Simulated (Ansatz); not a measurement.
Geometry optimisation, RKS PBE0-D4/6-31G (Ansatz 0.2.0).

Input:

```yaml
crystal:
  periodic: [false, false, false]
  atoms:
    - { symbol: C, position_ang: [-1.8441, -0.5053, 0.7405] }
    - { symbol: O, position_ang: [-1.0662, -1.2995, -0.0425] }
    - { symbol: B, position_ang: [-0.2497, -0.4517, -0.9163] }
    - { symbol: Si, position_ang: [1.6224, 0.1037, -0.3095] }
    - { symbol: O, position_ang: [1.6327, 1.7993, -0.2863] }
    - { symbol: H, position_ang: [-2.5326, -1.0834, 1.3702] }
    - { symbol: H, position_ang: [-1.2725, 0.1985, 1.4106] }
    - { symbol: H, position_ang: [-2.5351, 0.1637, 0.0812] }
    - { symbol: H, position_ang: [-0.5897, -0.125, -1.936] }
    - { symbol: H, position_ang: [2.5643, -0.4282, -1.2106] }
    - { symbol: H, position_ang: [1.7817, -0.4398, 1.064] }
    - { symbol: H, position_ang: [2.5656, 2.0127, 0.0688] }
basis:
  gaussian: { orbitals: "6-31G" }
hamiltonian:
  xc: pbe0
  dispersion: d4
relax:
  f_tol: 0.015
  max_steps: 40
```

Launched with:

```bash
$ ansatz run input.yaml --threads 1 --pin off --max-ram 2048MiB --backend cpu --events-out ev --progress --plain --runs-dir out
```

Task: Where does it end, and by what steps?

Result: The forces met the threshold. The force dipped under the threshold on the way, but the program's further checks kept it going. Limits of this set-up: no polarisation functions. After 34 steps the energy has fallen by 1.762 eV; H9 moved furthest, 1.67 Å.

| step | energy less start (eV) | largest force component (eV/Å) | accepted |
| --- | --- | --- | --- |
| 0 | 0.0000 | 3.205 | yes |
| 2 | -0.9366 | 0.938 | yes |
| 4 | -1.2504 | 0.959 | yes |
| 6 | -1.5586 | 0.797 | yes |
| 8 | -1.7049 | 0.254 | yes |
| 10 | -1.7160 | 0.086 | yes |
| 12 | -1.7282 | 0.437 | yes |
| 14 | -1.7410 | 0.306 | yes |
| 16 | -1.7465 | 0.114 | yes |
| 18 | -1.7520 | 0.198 | yes |
| 20 | -1.7573 | 0.018 | yes |
| 22 | -1.7594 | 0.098 | yes |
| 24 | -1.7608 | 0.035 | yes |
| 26 | -1.7610 | 0.084 | no |
| 28 | -1.7618 | 0.002 | yes |
| 30 | -1.7620 | 0.023 | yes |
| 32 | -1.7621 | 0.026 | yes |
| 34 | -1.7621 | 0.006 | yes |

```xyz
12
Properties=species:S:1:pos:R:3
C -2.293 -0.819 0.573
O -0.853 -0.690 0.496
B -0.205 0.279 -0.211
Si 1.808 0.206 -0.135
O 2.399 1.546 -1.077
H -2.565 -1.806 0.194
H -2.585 -0.739 1.621
H -2.786 -0.040 -0.017
H -0.834 1.099 -0.825
H 2.334 -1.104 -0.688
H 2.313 0.296 1.291
H 3.344 1.718 -1.188
```

Whether the end is a true minimum wasn't checked by a vibrational analysis.

Run time: 110 s on 1 thread of Intel(R) Xeon(R) Platinum 8488C (Sapphire Rapids) (shared host), peak memory 0.18 GiB.
